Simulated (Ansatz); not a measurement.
Reaction (substitution at a C–In bond): `[CH3][InH][CH3]` + `O=C(O)O` → `COC(=O)O` + `[CH3][InH2]`

Calculated with Ansatz (gas phase, PBE0-D4/def2-TZVP geometries, no zero-point term in ΔE). CCSD(T)/CBS adds triple-zeta CCSD(T) − MP2 to the extrapolated MP2 energy (def2 sets, frozen cores). DFT in def2-TZVPP. HSE06 is defined as in plane-wave codes. def2 core potentials past Kr. For In outer-core shells are correlated without core-valence functions, which leaves a few kJ/mol of doubt a bond. One conformer a species, not always the lowest.

`[CH3][InH][CH3]`:

Cartesian coordinates in Å:
```
C -1.342 -0.182 -1.301
In 0.207 0.791 -0.153
C 1.207 -0.326 1.401
H -0.923 -1.041 -1.832
H -2.120 -0.559 -0.633
H -1.796 0.491 -2.027
H 0.641 2.440 -0.475
H 1.971 0.267 1.903
H 1.676 -1.217 0.975
H 0.479 -0.664 2.142
```

`O=C(O)O`:

```xyz
6

O    -1.122   -0.002    0.691
C    -0.100    0.000    0.062
O     0.676   -1.059   -0.157
O     0.442    1.060   -0.532
H     0.251   -1.802    0.287
H    -0.148    1.802   -0.351
```

`COC(=O)O`:

Z-matrix (Å, degrees):
```
C
O 1 1.424
H 1 1.091 2 110.6
H 1 1.087 2 105.6 3 119.5
H 1 1.091 2 110.6 3 -120.9
C 2 1.324 1 114.6 3 60.3
O 6 1.335 2 108.5 1 -180.0
O 6 1.201 2 126.4 1 0.0
H 7 0.964 6 106.1 2 180.0
```

`[CH3][InH2]`:

```xyz
7

C    -0.574   -0.829   -0.042
In    0.641    0.947    0.029
H    -0.724   -1.171   -1.065
H    -0.076   -1.626    0.518
H    -1.543   -0.652    0.428
H     1.624    1.401   -1.321
H     0.652    1.931    1.453
```

```json
{"level": "LDA (SPW92)", "ΔE (kcal/mol)": "13.9", "difference from CCSD(T)/CBS": "-2.8"}
{"level": "BLYP-D4", "ΔE (kcal/mol)": "14.2", "difference from CCSD(T)/CBS": "-2.5"}
{"level": "HSE06-D4", "ΔE (kcal/mol)": "15.4", "difference from CCSD(T)/CBS": "-1.3"}
{"level": "PBE", "ΔE (kcal/mol)": "15.6", "difference from CCSD(T)/CBS": "-1.1"}
{"level": "BLYP", "ΔE (kcal/mol)": "14.6", "difference from CCSD(T)/CBS": "-2.1"}
{"level": "BHLYP", "ΔE (kcal/mol)": "13.5", "difference from CCSD(T)/CBS": "-3.2"}
{"level": "CCSD/def2-SVP", "ΔE (kcal/mol)": "12.1", "difference from CCSD(T)/CBS": "-4.6"}
{"level": "HF/def2-TZVPP", "ΔE (kcal/mol)": "11.5", "difference from CCSD(T)/CBS": "-5.2"}
{"level": "MP2/CBS(def2)", "ΔE (kcal/mol)": "19.0", "difference from CCSD(T)/CBS": "2.3"}
{"level": "CCSD/CBS(def2)", "ΔE (kcal/mol)": "16.4", "difference from CCSD(T)/CBS": "-0.3"}
{"level": "CCSD(T)/CBS", "ΔE (kcal/mol)": "16.7", "difference from CCSD(T)/CBS": "0"}
```

Largest T1 diagnostic among the species: 0.014.

In def2-TZVPP, CCSD(T) changes the Hartree–Fock value by +4.3 kcal/mol (the triples alone add +0.3 kcal/mol) and MP2 by +6.6 kcal/mol. At CCSD(T), def2-SVP lies −4.6 kcal/mol from the extrapolated value and def2-TZVPP −0.9 kcal/mol. Leaving LDA and LC-ωPBE aside and taking each functional with its dispersion term where it has one, the values, not all of them listed here, spread over 3.5 kcal/mol, from B97M-V to PBE-QIDH. LDA lies −1.7 kcal/mol from PBE without D4.
